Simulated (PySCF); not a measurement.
PySCF (NMR shieldings with GIAOs, density fitting), isolated neutral molecules in closed-shell states, PBE0-D3(BJ)/def2-SVP geometries kept fixed through all settings. Starting from wB97X-D/pcSseg-1, one thing was changed at a time: the functional to BHandHLYP, the functional to mPW1PW91, the functional to WP04, the functional to CAM-B3LYP.

Changes against wB97X-D/pcSseg-1 in 4 molecules:

| molecule | changed to | mean 1H shielding (ppm) | HOMO energy (eV) | mean 13C shielding (ppm) |
| --- | --- | --- | --- | --- |
| F[Si@H]1CCCN1 | BHandHLYP | +0.12 | +0.60 | -0.1 |
| F[Si@H]1CCCN1 | mPW1PW91 | -0.11 | +1.87 | -1.6 |
| F[Si@H]1CCCN1 | WP04 | +0.29 | +0.83 | -14.5 |
| F[Si@H]1CCCN1 | CAM-B3LYP | -0.06 | +0.52 | -2.6 |
| C#C[Si@@H](O)S[SiH3] | BHandHLYP | +0.14 | +0.80 | -0.9 |
| C#C[Si@@H](O)S[SiH3] | mPW1PW91 | -0.09 | +1.81 | -0.5 |
| C#C[Si@@H](O)S[SiH3] | WP04 | +0.61 | +0.82 | -3.8 |
| C#C[Si@@H](O)S[SiH3] | CAM-B3LYP | 0.00 | +0.59 | -3.2 |
| FCC/C=N/[SiH3] | BHandHLYP | +0.15 | +0.54 | +0.4 |
| FCC/C=N/[SiH3] | mPW1PW91 | -0.10 | +1.87 | -1.0 |
| FCC/C=N/[SiH3] | WP04 | +0.49 | +0.80 | -12.1 |
| FCC/C=N/[SiH3] | CAM-B3LYP | -0.04 | +0.51 | -3.7 |
| C=C(CF)[SiH2]N | BHandHLYP | +0.13 | +0.71 | -0.4 |
| C=C(CF)[SiH2]N | mPW1PW91 | -0.07 | +1.88 | -0.7 |
| C=C(CF)[SiH2]N | WP04 | +0.44 | +0.84 | -11.4 |
| C=C(CF)[SiH2]N | CAM-B3LYP | -0.03 | +0.53 | -4.1 |

For `FCC/C=N\[SiH3]` the wB97X-D/pcSseg-1 run gave mean 1H shielding 26.75 ppm, HOMO energy -8.83 eV, mean 13C shielding 81.9 ppm. The changed runs lost their labels:

| run | mean 1H shielding (ppm) | HOMO energy (eV) | mean 13C shielding (ppm) |
| --- | --- | --- | --- |
| A | 26.70 | -8.31 | 78.5 |
| B | 26.65 | -6.99 | 81.1 |
| C | 27.24 | -8.07 | 69.9 |
| D | 26.92 | -8.27 | 82.4 |

Q: Which run belongs to which change?

A: A: CAM-B3LYP; B: mPW1PW91; C: WP04; D: BHandHLYP.

```json
{"run": "A", "change of mean 1H shielding (ppm), here / mean of the others": "-0.05 / -0.03", "change of HOMO energy (eV), here / mean of the others": "+0.52 / +0.54", "change of mean 13C shielding (ppm), here / mean of the others": "-3.4 / -3.4", "next best match": "BHandHLYP"}
{"run": "B", "change of mean 1H shielding (ppm), here / mean of the others": "-0.10 / -0.09", "change of HOMO energy (eV), here / mean of the others": "+1.84 / +1.86", "change of mean 13C shielding (ppm), here / mean of the others": "-0.8 / -0.9", "next best match": "WP04"}
{"run": "C", "change of mean 1H shielding (ppm), here / mean of the others": "+0.49 / +0.46", "change of HOMO energy (eV), here / mean of the others": "+0.76 / +0.82", "change of mean 13C shielding (ppm), here / mean of the others": "-12.0 / -10.5", "next best match": "BHandHLYP"}
{"run": "D", "change of mean 1H shielding (ppm), here / mean of the others": "+0.17 / +0.14", "change of HOMO energy (eV), here / mean of the others": "+0.56 / +0.66", "change of mean 13C shielding (ppm), here / mean of the others": "+0.5 / -0.3", "next best match": "CAM-B3LYP"}
```

Each run is given to the change whose mean effect on the other molecules lies nearest, every quantity measured in units of its scatter between molecules.

Q: Would one quantity have been enough? Give each run to the change with the nearest mean effect on that quantity alone.

A: mean 1H shielding: 4 of 4 runs rightly; mean 13C shielding: 4 of 4 runs rightly; HOMO energy: 3 of 4 runs rightly.

Only sets that this rule tells apart clearly are shown.
